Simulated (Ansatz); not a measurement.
A run of Ansatz (development build ahead of 0.2.0) on singlet B₃N₃H₆ at this shape:

```
atom    x (Å)    y (Å)   z (Å)
   B   1.4457   0.0000  0.0000
   N   0.7039   1.2192  0.0000
   B  -0.7229   1.2520  0.0000
   N  -1.4078   0.0000  0.0000
   B  -0.7229  -1.2520  0.0000
   N   0.7039  -1.2192  0.0000
   H   2.6556   0.0000  0.0000
   H   1.2096   2.0950  0.0000
   H  -1.3278   2.2998  0.0000
   H  -2.4191   0.0000  0.0000
   H  -1.3278  -2.2998  0.0000
   H   1.2096  -2.0950  0.0000
```

Its results:

- Converged: yes
- Reference energy: -241.24685 hartree
- Correlation energy: -0.88876 hartree
- Total energy: -242.13561 hartree
- Spin squared of the determinant: 0.000

(1) Which input gives this output? Name the method, the orbitals and the basis set, and write the input.

Results:

(1) RHF-MP2 in def2-TZVP. An unrestricted run that stays on the closed shell gives the same numbers.

```yaml
crystal:
  periodic: [false, false, false]
  atoms:
    - { symbol: B, position_ang: [1.44573, 0.0, 0.0] }
    - { symbol: "N", position_ang: [0.70388, 1.21916, 0.0] }
    - { symbol: B, position_ang: [-0.72287, 1.25204, 0.0] }
    - { symbol: "N", position_ang: [-1.40776, 0.0, 0.0] }
    - { symbol: B, position_ang: [-0.72287, -1.25204, 0.0] }
    - { symbol: "N", position_ang: [0.70388, -1.21916, 0.0] }
    - { symbol: H, position_ang: [2.65561, 0.0, 0.0] }
    - { symbol: H, position_ang: [1.20957, 2.09504, 0.0] }
    - { symbol: H, position_ang: [-1.3278, 2.29982, 0.0] }
    - { symbol: H, position_ang: [-2.41914, 0.0, 0.0] }
    - { symbol: H, position_ang: [-1.3278, -2.29982, 0.0] }
    - { symbol: H, position_ang: [1.20957, -2.09504, 0.0] }
basis:
  gaussian: { orbitals: def2-TZVP }
hamiltonian:
  xc: hf
correlation:
  method: mp2
  frozen_orbitals: { B: 1, H: 0, "N": 1 }
```
